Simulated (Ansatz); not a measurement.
Mulliken charges of `[GeH2][O][GeH3]` radical from PBE/def2-TZVPP in Ansatz (PBE0-D4/def2-TZVP geometry).

| atom | x (Å) | y (Å) | z (Å) | charge (e) |
| --- | --- | --- | --- | --- |
| Ge1 | -0.585 | 1.374 | -1.070 | 0.223 |
| O2 | 0.299 | 0.690 | 0.309 | -0.429 |
| Ge3 | 0.716 | -1.014 | 0.602 | 0.291 |
| H4 | -1.831 | 0.482 | -1.344 | -0.024 |
| H5 | -0.991 | 2.799 | -0.619 | -0.013 |
| H6 | 0.768 | -1.177 | 2.126 | -0.011 |
| H7 | 2.085 | -1.301 | -0.036 | -0.020 |
| H8 | -0.370 | -1.911 | -0.024 | -0.016 |

**Question.** By hand: the dipole of these point charges (1 e Å = 4.8032 D).

**Answer.** Σ q r = (-0.038, -0.263, -0.178) e Å, of length 0.320 e Å = 1.54 D.

**Question.** How does the dipole of the full density compare? (Estimate.)

**Answer.** Ansatz gave: (-0.011, -0.167, -0.057) e Å, 0.85 D; the point charges give 1.81 times that, at 16° from its direction.

Point charges leave out the atoms' own dipoles, such as those of lone pairs, and Mulliken's split depends on the basis, so the two needn't agree.
